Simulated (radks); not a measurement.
Results of a calculation; reference values are marked as such.
Cd19+, configuration [Ar] 3d10 4s1. Level of theory: non-relativistic Kohn-Sham, PBE, spin-polarised, spherical densities, point nucleus; open shells are filled with parallel spins first (spin-orbit coupling, left out, can overturn this in heavy ions); relativity is left out, which matters for an element this heavy (a radial shooting solver on a logarithmic mesh with Libxc functionals).

Unscreened Slater integrals over Kohn-Sham orbitals (hartree). They are taken over the spin-up orbitals.

integral     value
F0(4s,4s)   1.1537
F0(4s,3d)   1.4564
G2(4s,3d)  0.13280
F0(4s,3p)   1.4359
G1(4s,3p)  0.13962
F0(4s,3s)   1.4287
G0(4s,3s)  0.10446
F0(3d,3d)   2.7830
F2(3d,3d)   1.3990
F4(3d,3d)  0.89532
F0(3d,3p)   2.6208
F2(3d,3p)   1.2669
G1(3d,3p)   1.4275
G3(3d,3p)  0.92626
F0(3d,3s)   2.5768
G2(3d,3s)   1.0535
F0(3p,3p)   2.5220
F2(3p,3p)   1.2759
F0(3p,3s)   2.4836
G1(3p,3s)   1.6250
F0(3s,3s)   2.4523
